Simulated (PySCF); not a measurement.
Al(Cl)(GeH3)(Me) (CH6AlClGe), SMILES [Cl][Al]([CH3])[GeH3]. Heavy atoms are numbered as in [Al:1]([Cl:2])([GeH3:3])[CH3:7]. Hydrogens are named by the atom that carries them.

Geometry optimised at B3LYP-D3(BJ)/def2-SVP. The structure was generated by enumeration; whether it is a known compound was not checked.

Method: HF/def2-TZVP (PySCF).

ESP charges are fitted to the potential on shells at 1.4 to 2.0 van der Waals radii. Atomic charges (e), one atom of each kind:

```tsv
atom	IAO	Löwdin	ESP fit	Mulliken
Al1	0.94	-0.19	0.83	0.80
Cl2	-0.41	0.23	-0.37	-0.35
Ge3 (GeH3)	0.21	0.26	-0.10	-0.17
H on Ge3	-0.12	-0.07	-0.04	-0.02
C7 (CH3)	-0.79	-0.49	-0.61	-0.62
H on C7	0.14	0.13	0.12	0.13
```
